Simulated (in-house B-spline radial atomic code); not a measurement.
## PBE0 excitations of Kr

Method: PBE0. Computed with an all-electron radial atomic-structure program (B-spline basis): linear response of the closed shell [Ar] 3d10 4s2 4p6 with the functional's adiabatic kernel; scalar-relativistic (spin-free one-electron X2C), finite nucleus, no spin-orbit coupling, no double excitations, S, P, D and F terms only; shells from n = 2 respond. Only terms of natural parity with L up to 3 were computed.

Command:
```bash
python run_td.py task.json out
```
Settings (radii: box in bohr, nucleus in fm):
```
Z                        36
electrons                36
configuration            [Ar] 3d10 4s2 4p6
hamiltonian              x2c
method                   pbe0
box_radius               75
rms_radius               4.1884
intervals                77
```

Run time, properties included: 4.3 s on 1 thread of Arm Neoverse N1, on a shared host.

The lowest states, in the order of their Tamm-Dancoff energies; the method's threshold (minus the highest occupied level) is 10.736 eV. Labels give the largest channel, * marks a mixed state, and oscillator strengths are full-response dipole values. Semilocal kernels can invert the small singlet-triplet splittings of Rydberg terms. Energies in eV:

```csv
state,full response,Tamm-Dancoff,oscillator strength
4p → 5s 3P,9.322,9.330,-
4p → 5s 1P,?,?,?
4p → 5p 3S,?,?,-
4p → 5p 3D,10.390,10.392,-
```

(1) Where does 4p → 5s 1P lie?

(2) Where does 4p → 5p 3S lie?

(3) How large is the singlet-triplet splitting of 4p → 5s (P terms) in Tamm-Dancoff?

(4) What polarisabilities and dispersion coefficient does the method give?

Answers

(1) At 9.514 eV in full response, 9.518 eV in Tamm-Dancoff, oscillator strength 0.289.

(2) At 10.297 eV in full response, 10.303 eV in Tamm-Dancoff.

(3) 0.188 eV, from the unrounded values.

(4) Dipole 17.36 bohr³, quadrupole 103.3 bohr⁵, C6 134.7 hartree·bohr⁶ for two such species. Recommended dipole value: 16.78 ± 0.02 bohr³ (Schwerdtfeger and Nagle, table of static dipole polarizabilities (2023 update)), which includes relativity and correlation.
